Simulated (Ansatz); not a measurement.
`[NH2][In]([NH2])[OH]` + `CO[SiH](C)N` → `[NH2][In]([NH2])[NH2]` + `CO[SiH](C)O`  (redistribution)

Calculated with Ansatz (gas phase, PBE0-D4/def2-TZVP geometries, no zero-point term in ΔE). CBS: MP2 limit from def2 TZ/QZ plus the TZ coupled-cluster correction, frozen cores. DFT in def2-TZVPP. Elements past krypton have def2 core potentials. For In outer-core shells are correlated without core-valence functions, which leaves a few kJ/mol of doubt a bond. Each species was taken in one conformer, which may not be the lowest.

`[NH2][In]([NH2])[OH]`:

Cartesian coordinates in Å:
```
N 0.943 1.297 0.980
In -0.168 -0.114 0.051
N 0.456 -1.406 -1.363
O -1.964 -0.545 0.792
H 1.689 1.708 0.436
H 0.421 2.043 1.419
H 1.095 -1.046 -2.057
H -0.288 -1.902 -1.832
H -2.185 -0.035 1.574
```

`CO[SiH](C)N`:

Cartesian coordinates in Å:
```
C -1.128 -1.420 0.881
O -0.342 -1.376 -0.281
Si 0.605 -0.087 -0.685
C -0.428 1.442 -0.944
N 1.793 0.308 0.480
H -1.976 -0.726 0.823
H -0.543 -1.177 1.777
H -1.525 -2.431 0.995
H 1.264 -0.559 -1.926
H -1.246 1.240 -1.639
H 0.177 2.254 -1.355
H -0.867 1.793 -0.005
H 2.547 -0.308 0.728
H 1.669 1.046 1.151
```

`[NH2][In]([NH2])[NH2]`:

```xyz
10

N     0.200    1.599    1.234
In    0.007   -0.008    0.017
N    -1.833   -0.774   -0.349
N     1.646   -0.954   -0.706
H    -0.605    2.205    1.302
H     1.020    2.173    1.099
H    -1.869   -1.760   -0.562
H    -2.543   -0.572    0.341
H     1.506   -1.521   -1.529
H     2.470   -0.387   -0.846
```

`CO[SiH](C)O`:

```xyz
13

C    -1.725    1.284    0.043
O    -0.996    0.120    0.339
Si    0.490   -0.199   -0.276
C     0.989   -1.853    0.371
O     1.618    0.902    0.203
H    -2.748    1.154    0.402
H    -1.294    2.160    0.539
H    -1.763    1.477   -1.037
H     0.397   -0.132   -1.766
H     1.087   -1.816    1.459
H     0.242   -2.609    0.121
H     1.949   -2.160   -0.048
H     1.754    1.671   -0.350
```

```csv
level,ΔE (kcal/mol)
PBE-D4,-4.6
CCSD/def2-TZVPP,-6.8
HF/def2-QZVPP,-7.5
HF/CBS(def2),-7.5
```

Question: What does CCSD(T)/CBS give? (Estimate.)

Answer: Ansatz gave: -6.1 kcal/mol. The listed levels differ from it by 1.5, -0.7, -1.4, -1.4 kcal/mol.

Largest T1 diagnostic among the species: 0.015.

From PBE to PBE0 (25 % exact exchange), in def2-TZVPP and without D4, ΔE moves by −0.9 kcal/mol. In def2-TZVPP, CCSD(T) changes the Hartree–Fock value by +0.9 kcal/mol (the triples alone add +0.3 kcal/mol) and MP2 by +1.0 kcal/mol.
